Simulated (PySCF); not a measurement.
Ag: excitation energy

Ag [Kr] 4d10 5s1 (2S) → Ag [Kr] 4d9 5s2 (2D), as a difference of total energies. All numbers are calculated (PySCF 2.14, scalar relativity by spin-free X2C-1e, in x2c-TZVPPall with one added diffuse shell each of s, p, d, f type (9s7p7d3f1g, 95 functions)). Correlated levels: valence and next inner shell: [Ar] 3d10 frozen. The calculations carry no spin-orbit coupling.

| method | excitation energy (eV) |
| --- | --- |
| UHF | 3.694 |
| MP2 (valence and next inner shell) | 4.208 |
| SCS-MP2 (valence and next inner shell) | 3.981 |
| CCSD (valence and next inner shell) | 3.844 |
| CCSD(T) (valence and next inner shell) | 3.843 |

Task: How much does correlation contribute at CCSD(T) (valence and next inner shell)?

Result: 3.843 − (3.694) = 0.149 eV, measured against UHF.

Errors of the correlated levels include the incompleteness of this basis and the frozen core.

For comparison: 3.971 eV (measured; NIST levels, between the centres of gravity of the two terms).
